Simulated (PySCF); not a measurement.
Isomers of C9H16. Level of theory: TDDFT wB97X-D/def2-SVPD, vertical, gas phase, core orbitals frozen in the response (PySCF). Geometries: PBE0-D3(BJ)/def2-SVP; one conformer of each isolated species. Triplets are in the Tamm–Dancoff approximation.

A. `C[C@H]1CC12CCCCC2`
B. `C#CC[C@@H](C)CC(C)C`
C. `C1CCC2(C1)CCCC2`

Lowest singlet levels (six at most, fewer where fewer were computed) with oscillator strengths:

1. 6.56 eV (f 0.000); 6.81 eV (f 0.001); 6.83 eV (f 0.001); 7.69 eV (f 0.035); 7.75 eV (f 0.048); 8.54 eV (f 0.097); T1 5.45 eV
2. 7.67 eV (f 0.031); 7.97 eV (f 0.010); 8.09 eV (f 0.004); 8.23 eV (f 0.022); 8.41 eV (f 0.025); 8.49 eV (f 0.011); T1 7.58 eV
3. 8.54 eV (f 0.025); 8.69 eV (f 0.001); 8.73 eV (f 0.020); 8.93 eV (f 0.005); 9.03 eV (f 0.014); 9.16 eV (f 0.004); T1 8.43 eV

Problem. Match each spectrum to its molecule.

Solution. 1 = B, 2 = A, 3 = C.
- A: S1 at 7.67 eV, HOMO→LUMO (79%), HOMO→LUMO+1 (9%); Löwdin shares by element: HOMO carbon 62% or more (atoms not listed hold the other 38%); LUMO carbon 26% or more (atoms not listed hold the other 74%); HOMO -9.14 and LUMO 2.37 eV.
- B: S1 at 6.56 eV, HOMO→LUMO+5 (30%), HOMO→LUMO+1 (23%), HOMO-1→LUMO+4 (13%); Löwdin shares by element: HOMO (one of a set within 0.03 eV) carbon 86% or more; LUMO carbon 34% or more (atoms not listed hold the other 66%); HOMO -9.54 and LUMO 2.20 eV.
- C: S1 at 8.54 eV, HOMO→LUMO (83%); Löwdin shares by element: HOMO carbon 55% or more (atoms not listed hold the other 45%); LUMO carbon 25% or more (atoms not listed hold the other 75%); HOMO -10.20 and LUMO 2.28 eV.
